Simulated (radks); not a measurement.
Results of a calculation; reference values are marked as such.
How relativity changes the ionisation of neutral gadolinium ([Xe] 4f7 5d1 6s2) to Gd+ ([Xe] 4f7 5d1 6s1). Spin-unpolarised spherical Kohn-Sham, PBE, point nucleus unless stated (finite: rms radius 5.1569 fm), a radial shooting solver on a logarithmic mesh with Libxc functionals. A level marked "c x" has the speed of light scaled by that factor and shares open shells by 2j + 1; other Dirac levels either fill j = l - 1/2 first or share by 2j + 1.

| level | E(Gd) (hartree) | E(Gd+) (hartree) | IE (eV) | HOMO | <r> HOMO (bohr) |
|---|---|---|---|---|---|
| non-rel. | -10823.1986 | -10822.9719 | 6.168 | 5d | 2.680 |
| scalar-rel. | -11271.1198 | -11270.8756 | 6.645 | 5d | 2.848 |
| scalar-rel., finite nucleus | -11270.2583 | -11270.0141 | 6.645 | 5d | 2.848 |
| Dirac, 2j+1 shares | -11280.0946 | -11279.8504 | 6.646 | 5d5/2 | 2.895 |
| Dirac, low j first | -11280.1836 | -11279.9404 | 6.617 | 5d3/2 | 2.803 |
| Dirac, 2j+1 shares, finite nucleus | -11279.2279 | -11278.9837 | 6.645 | 5d5/2 | 2.894 |
| Dirac, c x 0.85 | -11487.3863 | -11487.1331 | 6.890 | 5d5/2 | 2.994 |
| Dirac, c x 2 | -10928.0743 | -10927.8439 | 6.271 | 5d5/2 | 2.728 |
| Dirac, c x 100 | -10823.2395 | -10823.0128 | 6.168 | 5d5/2 | 2.680 |

NIST Atomic Spectra Database: 6.150 eV (measured). The relativistic part of the total energy of Gd is -456 hartree (Dirac, 2j+1 shares, finite nucleus), 4.2 % of the non-relativistic value. Spin polarisation and multiplet splitting of open shells are left out at every level.

Beside tabulated values, note that relativity, absent from the non-relativistic runs, is large for the heavy elements, and spin-unpolarised runs miss the spin-polarisation part of the exchange energy of open shells.
